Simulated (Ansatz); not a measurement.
C2H7AlSn (`[AlH2]/[CH]=[CH]/[SnH3]`), relaxed with RKS PBE-D4/def2-SVP in Ansatz from a rough embedded geometry. The force threshold is 0.03 eV/Å; the program also tests the step.

Charge 0, multiplicity 1. Sn: def2 effective core potential.

Start:

```xyz
11

Al   -1.440    0.503   -2.129
C    -0.336   -0.294   -0.759
C     0.045    0.404    0.278
Sn    1.229   -0.384    1.865
H    -1.886    2.016   -2.096
H    -1.864   -0.387   -3.463
H    -0.036   -1.306   -0.833
H    -0.254    1.508    0.413
H     2.689   -0.985    1.135
H     1.514    0.743    3.077
H     0.339   -1.817    2.513
```

Task: By how much does the energy fall, and how many steps does the optimiser take? (Best estimate.)

Result: Computed: 26.78 kJ/mol, in 6 steps.

Task: Which bonds change most? (An estimate is asked.)

Result: The calculation gave: Sn4–H11 from 1.807 to 1.729 Å; Al1–H6 from 1.659 to 1.603 Å; C2–H7 from 1.058 to 1.109 Å; C2–C3 from 1.307 to 1.358 Å.

Task: Give the relaxed structure. (Best estimate.)

Result: Computed: 
```xyz
11

Al   -1.455    0.513   -2.215
C    -0.364   -0.338   -0.827
C     0.026    0.375    0.261
Sn    1.231   -0.420    1.884
H    -1.843    2.051   -1.987
H    -1.937   -0.288   -3.516
H    -0.048   -1.400   -0.900
H    -0.280    1.438    0.352
H     2.748   -0.969    1.261
H     1.508    0.799    3.079
H     0.413   -1.761    2.608
```
